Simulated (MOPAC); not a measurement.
Input for MOPAC: PM7 on TeH, 2S+1 = 2, a spin state set in the input, which need not be the lowest, a point of a bond scan (R = 1.623 Å).

```
PM7 1SCF PRECISE CHARGE=0 UHF MS=0.5 THREADS=1
HTe

H      0.00000000 1     0.00000000 1     0.00000000 1
Te     0.00000000 1     0.00000000 1     1.62257200 1
```

It printed:

```
*******************************************************************************
 **                                                                           **
 **                              MOPAC v23.2.5                                **
 **                                                                           **
 *******************************************************************************
 ** MOPAC's Digital Object Identifier: https://doi.org/10.5281/zenodo.6511958 **
 **                                                                           **
 ** Please cite the open-source release paper for use of this MOPAC version:  **
 ** J. E. Moussa and J. J. P. Stewart (2026)                                  **
 ** MOPAC: An open-source semiempirical molecular orbital program             **
 ** J. Open Source Softw., 11(119), 8025, https://doi.org/10.21105/joss.08025 **
 *******************************************************************************

                              PM7 CALCULATION RESULTS

 *******************************************************************************
 *  PM7        - The PM7 Hamiltonian to be used
 *  UHF        - UNRESTRICTED HARTREE-FOCK CALCULATION
 *
 *
 *
 *                 CHARGE ON SYSTEM = 0
 *
 *
 *
 *  MS=        - IN MECI, MAGNETIC COMPONENT OF SPIN =  0.5
 *  PRECISE    - TIGHTER CRITERIA TO BE USED
 *  1SCF       - DO 1 SCF AND THEN STOP
 *  THREADS=1  - MULTI-THREADING NOT USED
 *  T=         - A TIME OF 172800.0 SECONDS REQUESTED
 *  DUMP=N     - RESTART FILE WRITTEN EVERY 7200.0 SECONDS REQUESTED
 *******************************************************************************
PM7 1SCF PRECISE CHARGE=0 UHF MS=0.5 THREADS=1
 HTe

   ATOM   CHEMICAL          X               Y               Z
  NUMBER   SYMBOL      (ANGSTROMS)     (ANGSTROMS)     (ANGSTROMS)

     1       H          0.00000000  *   0.00000000  *   0.00000000  *
     2      Te          0.00000000  *   0.00000000  *   1.62257200  *



          CARTESIAN COORDINATES

    NO.       ATOM           X           Y           Z

     1         H          0.0000      0.0000      0.0000
     2        Te          0.0000      0.0000      1.6226

 General Reference for PM7:
 "Optimization of Parameters for Semiempirical Methods VI: More Modifications to the
 NDDO Approximations and Re-optimization of Parameters", J. J. P. Stewart, J. Mol. Mod., 1:32, 19 (2013)
 https://link.springer.com/article/10.1007/s00894-012-1667-x

           Empirical Formula: H Te  =     2 atoms



      MOLECULAR POINT GROUP   :   C*v


          UHF CALCULATION, NO. OF ALPHA ELECTRONS =    4
                           NO. OF BETA  ELECTRONS =    3

 -------------------------------------------------------------------------------
 PM7 1SCF PRECISE CHARGE=0 UHF MS=0.5 THREADS=1
 HTe



     1SCF WAS SPECIFIED, SO BFGS WAS NOT USED
     SCF FIELD WAS ACHIEVED


                              PM7 CALCULATION
                                                       MOPAC v23.2.5 Linux




          FINAL HEAT OF FORMATION =         40.48421 KCAL/MOL =     169.38593 KJ/MOL


          COSMO AREA              =         74.14 SQUARE ANGSTROMS
          COSMO VOLUME            =         59.96 CUBIC ANGSTROMS

          IONIZATION POTENTIAL    =          7.606817 EV
          ALPHA SOMO LUMO (EV)    =         -8.177  4.144
          BETA  SOMO LUMO (EV)    =         -7.607 -0.521
          NO. OF ALPHA ELECTRONS  =          4
          NO. OF BETA  ELECTRONS  =          3
          MOLECULAR WEIGHT        =        128.6079         POINT GROUP:  C*v

          MOLECULAR DIMENSIONS (Angstroms)

            Atom       Atom       Distance
           Te     2    H     1     1.62257
           Te     2    H     1     0.00000
            H     1   Te     2     0.00000


          SCF CALCULATIONS        =          1





   ATOM   CHEMICAL          X               Y               Z
  NUMBER   SYMBOL      (ANGSTROMS)     (ANGSTROMS)     (ANGSTROMS)

     1       H          0.00000000  *   0.00000000  *   0.00000000  *
     2      Te          0.00000000  *   0.00000000  *   1.62257200  *

                             CARTESIAN COORDINATES

   1    H        0.000000000     0.000000000     0.000000000
   2   Te        0.000000000     0.000000000     1.622572000


           Empirical Formula: H Te  =     2 atoms



      MOLECULAR POINT GROUP   :   C*v


          ALPHA EIGENVALUES
 -46.98697 -11.72053  -9.24975  -8.17705   4.14396


           BETA EIGENVALUES
 -43.62766 -11.22621  -7.60682  -0.52061   4.46498


              NET ATOMIC CHARGES AND DIPOLE CONTRIBUTIONS

  ATOM NO.   TYPE          CHARGE      No. of ELECS.   s-Pop       p-Pop
    1          H           0.175037        0.8250     0.82496
    2         Te          -0.175037        6.1750     1.91051     4.26453
 DIPOLE           X         Y         Z       TOTAL
 POINT-CHG.     0.000     0.000    -1.364     1.364
 HYBRID         0.000     0.000    -1.427     1.427
 SUM            0.000     0.000    -2.791     2.791


          ATOMIC ORBITAL ELECTRON POPULATIONS

     Atom    s        px        py        pz
    1  H   0.82496
    2 Te   1.91051   2.00000   1.00000   1.26453


                    (SZ)    =    0.500000
                    (S**2)  =    0.750821


          ATOMIC ORBITAL SPIN POPULATIONS

    Atom   Total    s     px     py     pz
         Atomic
    1  H -0.0270 -0.027
    2 Te  1.0270  0.006  0.000  1.000  0.021

 **********************
 *                    *
 * JOB ENDED NORMALLY *
 *                    *
 **********************




 == MOPAC DONE ==
```

The run finished.

Cost: very roughly 0.020 core-seconds.
